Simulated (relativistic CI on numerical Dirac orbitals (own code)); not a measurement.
## Energy levels of Pd36+

These numbers are calculated, not measured: Dirac-Coulomb-Breit CI, separate exchange-only KLI orbitals for each configuration, a model potential for QED, unscaled Slater integrals (own radial code, finite nucleus).

CI space (outside the closed core 1s2): 2s²2p⁶, 2s²2p⁵3s, 2s²2p⁵3p, 2s²2p⁵3d, 2s2p⁶3s, 2s2p⁶3p, 2s2p⁶3d, 2s²2p⁵4s, 2s²2p⁵4p, 2s²2p⁵4d, 2s²2p⁵4f, 2s2p⁶4s, 2s2p⁶4p, 2s²2p⁴3s², 2s2p⁶4d, 2s2p⁶4f. Levels of other configurations are missing.

```tsv
No.	Configuration	Term	J	E (eV)	%	Next component (%)	Lifetime (s)
1	2s²2p⁶	¹S	0	0.00	100		
2	2s²2p⁵3s	³P°	2	2931.77	100		1.91e-08
3	2s²2p⁵3s	¹P°	1	2936.30	65	35 ³P°	5.82e-14
4	2s²2p⁵3p	³P	1	3005.35	46	41 ³S	7.62e-11
5	2s²2p⁵3p	³D	2	3008.05	51	33 ¹D	1.90e-11
6	2s²2p⁵3p	³D	3	3047.74	100		1.85e-11
7	2s²2p⁵3p	¹P	1	3047.84	58	30 ³S	2.13e-11
8	2s²2p⁵3p	³P	2	3054.46	67	33 ¹D	9.96e-12
9	2s²2p⁵3p	³P	0	3081.64	53	47 ¹S	8.85e-12
10	2s²2p⁵3s	³P°	0	3095.59	100		1.03e-08
11	2s²2p⁵3s	³P°	1	3097.61	64	35 ¹P°	7.14e-14
12	2s²2p⁵3d	³P°	0	3135.17	100		1.73e-11
13	2s²2p⁵3d	³P°	1	3139.29	78	21 ³D°	1.65e-11
14	2s²2p⁵3d	³F°	3	3143.30	56	37 ¹F°	1.54e-11
15	2s²2p⁵3d	³D°	2	3146.07	58	24 ³P°	1.50e-11
16	2s²2p⁵3d	³F°	4	3149.44	100		3.22e-11
17	2s²2p⁵3d	¹D°	2	3152.98	59	30 ³P°	2.66e-11
18	2s²2p⁵3d	³D°	3	3158.44	69	29 ¹F°	2.82e-11
19	2s²2p⁵3p	³D	1	3169.87	72	24 ¹P	7.56e-11
20	2s²2p⁵3d	¹P°	1	3175.99	56	34 ³D°	3.37e-15
21	2s²2p⁵3p	¹S	0	3197.19	53	47 ³P	1.54e-11
22	2s²2p⁵3p	³P	1	3212.44	53	25 ³S	1.71e-11
23	2s²2p⁵3p	³D	2	3214.56	48	34 ¹D	1.01e-11
24	2s²2p⁵3d	³F°	2	3306.38	73	22 ¹D°	1.51e-11
25	2s²2p⁵3d	³P°	2	3316.01	43	39 ³D°	2.85e-11
26	2s²2p⁵3d	³F°	3	3318.32	42	34 ¹F°	2.99e-11
27	2s²2p⁵3d	³D°	1	3321.98	44	43 ¹P°	3.92e-15
28	2s2p⁶3s	³S	1	3349.48	99	1 2s²2p⁵3p ³S	1.08e-12
29	2s2p⁶3s	¹S	0	3364.43	100		1.38e-12
30	2s2p⁶3p	³P°	0	3423.98	100		1.16e-12
31	2s2p⁶3p	³P°	1	3425.51	71	28 ¹P°	4.75e-14
32	2s2p⁶3p	³P°	2	3466.25	100		1.09e-12
33	2s2p⁶3p	¹P°	1	3469.76	72	28 ³P°	1.77e-14
34	2s2p⁶3d	³D	1	3557.14	100		1.26e-12
35	2s2p⁶3d	³D	2	3559.24	92	8 ¹D	1.12e-12
36	2s2p⁶3d	³D	3	3566.24	100		1.21e-12
37	2s2p⁶3d	¹D	2	3576.85	92	8 ³D	7.17e-13
38	2s²2p⁵4s	³P°	2	4000.82	100		1.59e-13
39	2s²2p⁵4s	¹P°	1	4002.36	66	34 ³P°	8.21e-14
40	2s²2p⁵4p	³P	1	4031.40	48	38 ³S	1.33e-13
41	2s²2p⁵4p	³D	2	4032.17	51	33 ¹D	1.31e-13
42	2s²2p⁵4p	³D	3	4048.43	100		1.55e-13
43	2s²2p⁵4p	¹P	1	4048.62	59	30 ³S	1.50e-13
44	2s²2p⁵4p	³P	2	4050.88	67	33 ¹D	1.57e-13
45	2s²2p⁵4p	¹S	0	4061.31	61	39 ³P	1.63e-13
```

Energies count from the lowest computed level; ° marks odd parity; lifetimes are radiative, by E1, M1, E2, M2 decay to levels of this space only.

The mean weight of the leading LS term, summed over parents, in these 45 levels is 73 %, and that of the leading jj configuration (from the same eigenvectors) 98 %, so jj coupling describes them better and the LS labels are nominal.

At this charge energies of transitions that change n are usually good to better than 1 %, and those within a shell (Δn = 0) to a few per cent.

LS names give the leading component of a level, which can be under half, so a name can repeat, a term be missing and a line seem to break the LS rules.
